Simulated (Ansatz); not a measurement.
`O[SiH]1[CH2][GeH2]1` → C• + Ge• + 6 H• + O• + Si•  (atomization)

Calculated with Ansatz (gas phase, PBE0-D4/def2-TZVP geometries, no zero-point term in ΔE). CCSD(T)/CBS is the MP2 limit (def2-TZVPP, def2-QZVPP) plus CCSD(T) − MP2 in def2-TZVPP, frozen cores. This one scheme is used for every species, atoms too. For atomizations the MP2-based limit and the directly extrapolated one differ by several kJ/mol either way, and by 10 to 25 for some Ge, Se and Sn compounds, so smaller differences from it don't rank the levels. DFT in def2-TZVPP. No spin–orbit coupling; open shells (•) take unrestricted orbitals. Spin–orbit coupling would lower the free atoms: a little for C, O, Si; clearly for Ge. For Ge outer-core shells are correlated without core-valence functions, so the limit isn't a true one: a few kJ/mol of doubt a bond, and 10 to 20 or more in all where bonds break to atoms. Scalar relativity is left out up to krypton. One conformer a species, not always the lowest.

CCSD(T)/CBS gives +3342.2 kJ/mol.

(1) Another level gave +3321.5 kJ/mol. Which?
A. CAM-B3LYP/def2-TZVPP
B. MP2/def2-TZVPP
C. ωB97M-V/def2-TZVPP
D. LC-ωPBE/def2-TZVPP

Largest T1 diagnostic among the species: 0.012.

Answers

(1) C. ωB97M-V 3321.5, CAM-B3LYP 3304.5, MP2/def2-TZVPP 3286.1, LC-ωPBE 3298.5 kJ/mol.

At CCSD(T), def2-SVP lies −259.1 kJ/mol from the extrapolated value and def2-TZVPP −88.2 kJ/mol: correlation converges slowly with the basis, and small sets miss more of it in the bonded molecule than in its fragments. Leaving LDA and LC-ωPBE aside and taking each functional with its dispersion term where it has one, the values, not all of them listed here, spread over 130.4 kJ/mol, from BHLYP-D4 to B97M-V. LDA lies +467.6 kJ/mol from PBE without D4, its usual overbinding. In def2-TZVPP, CCSD(T) changes the Hartree–Fock value by +877.3 kJ/mol (the triples alone add +50.0 kJ/mol) and MP2 by +909.4 kJ/mol; breaking electron pairs costs correlation energy, which Hartree–Fock lacks.
